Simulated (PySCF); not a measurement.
# Working out the ionisation energy of Zn⁺

Zn⁺ [Ar] 3d10 4s1 (2S) → Zn²⁺ [Ar] 3d10 (1S). Computed with PySCF 2.14 in aug-cc-pVDZ-DK (7s6p4d2f, 59 functions), with scalar relativity by spin-free X2C-1e. Frozen: [Ar]. Energies in hartree (1 hartree = 27.21139 eV):

| part | Zn⁺ (lower) | Zn²⁺ (upper) |
| --- | --- | --- |
| UHF | -1793.980412 | -1793.361042 |
| CCSD correlation | -0.377263 | -0.345008 |
| (T) | -0.008353 | -0.005660 |

Q: What does Hartree-Fock give?

A: (-1793.361042) − (-1793.980412) = 0.619370 hartree = 16.854 eV.

Q: What do CCSD and CCSD(T) give?

A: The CCSD correlation energies differ by 0.032255 hartree = 0.878 eV and the triples by 0.002693 hartree = 0.073 eV, so CCSD gives 17.732 eV and CCSD(T) 17.805 eV.

Measured between the centres of the two terms (NIST): 17.964 eV, so CCSD(T) (valence) is off by -0.159 eV.

A double-zeta basis recovers only part of the correlation energy.

What remains against the reference includes basis incompleteness, the frozen core and higher excitations.
